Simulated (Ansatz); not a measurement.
Cost and result for the atomization energy of `C[SiH](C)Br` (11 atoms, 10 bonds).

```xyz
11

C     1.152   -0.917   -0.604
Si   -0.035   -0.203    0.636
C    -1.236    0.995   -0.128
Br    1.146    0.884    2.197
H     1.717   -0.124   -1.099
H     0.605   -1.479   -1.367
H     1.860   -1.593   -0.122
H    -0.758   -1.284    1.353
H    -0.705    1.816   -0.617
H    -1.849    0.486   -0.877
H    -1.899    1.419    0.628
```

Charge 0, multiplicity 1. Correlated methods include outer-core shells of Br, which these sets cover unevenly. Scalar relativity is left out up to krypton. Geometry: relaxed with PBE0-D4/def2-TZVP. Program: Ansatz. All runs use 4 threads of an Intel Xeon on a shared host. Times are those of one run each, without the atoms' runs, and a repeat can differ threefold. Electronic energies, without spin–orbit coupling; frozen cores. CCSD(T)/CBS adds CCSD(T) − MP2 in def2-TZVPP to the MP2 limit, and its time is that of the two runs behind it. T1 = 0.008. With those shells the extrapolation isn't a true limit.

CCSD(T)/CBS is a level of theory with its own doubt, some kJ/mol a heavy atom from the limit and from the frozen cores, so smaller differences don't rank the functionals.

| level | functions | wall time |
| --- | --- | --- |
| LDA (SPW92)/def2-TZVPP | 250 | 1.1 s |
| revPBE-D4/def2-TZVPP | 250 | 1.6 s |
| PBE-D4/def2-TZVPP (with forces) | 250 | 2.1 s |
| PBE0-D4/def2-TZVPP | 250 | 2.5 s |
| CAM-B3LYP-D4/def2-TZVPP | 250 | 3 s |
| r2SCAN-D4/def2-TZVPP (with forces) | 250 | 3.4 s |
| r2SCANh-D4/def2-TZVPP | 250 | 3.8 s |
| B2PLYP/def2-TZVPP | 250 | 4.4 s |
| CCSD(T)/def2-SVP | 113 | 4.5 s |
| ωB97X-V/def2-TZVPP | 250 | 6 s |
| MP2/def2-QZVPP | 483 | 18 s |
| CCSD(T)/def2-TZVPP | 250 | 92 s |
| CCSD(T)/CBS(def2) | – | 110 s |

Task: What atomization energy does each give, and how far from CCSD(T)/CBS? (An estimate is asked.)

Result: Computed: 
```tsv
level	atomization (kcal/mol)	difference from CCSD(T)/CBS	per bond
LDA (SPW92)/def2-TZVPP	1047.6	106.6	10.7
revPBE-D4/def2-TZVPP	927.2	-13.8	-1.4
PBE-D4/def2-TZVPP (with forces)	944.4	3.4	0.3
PBE0-D4/def2-TZVPP	939.1	-1.9	-0.2
CAM-B3LYP-D4/def2-TZVPP	939.5	-1.5	-0.1
r2SCAN-D4/def2-TZVPP (with forces)	941.6	0.6	0.1
r2SCANh-D4/def2-TZVPP	938.9	-2.1	-0.2
B2PLYP/def2-TZVPP	927.4	-13.6	-1.4
CCSD(T)/def2-SVP	889.1	-51.9	-5.2
ωB97X-V/def2-TZVPP	940.9	-0.1	0.0
MP2/def2-QZVPP	937.8	-3.2	-0.3
CCSD(T)/def2-TZVPP	918.3	-22.7	-2.3
CCSD(T)/CBS(def2)	941.0	0.0	0.0
```

At CCSD(T), def2-SVP lies −51.9 kcal/mol from the extrapolated value and def2-TZVPP −22.7 kcal/mol: correlation converges slowly with the basis, and small sets miss more of it in the bonded molecule than in its fragments. From r2SCAN to r2SCAN0 (25 % exact exchange), in def2-TZVPP and without D4, the atomization energy moves by −6.6 kcal/mol: exact exchange takes away binding that semilocal exchange gives to molecules. The D4 term adds +9.0 kcal/mol with B3LYP and +4.7 kcal/mol with PBE0; it sums over pairs of atoms, weighted by their polarisabilities, and B3LYP, whose exchange is more repulsive, gets the larger term.

B3LYP here is the variant with VWN-RPA as its local correlation; programs differ in this.
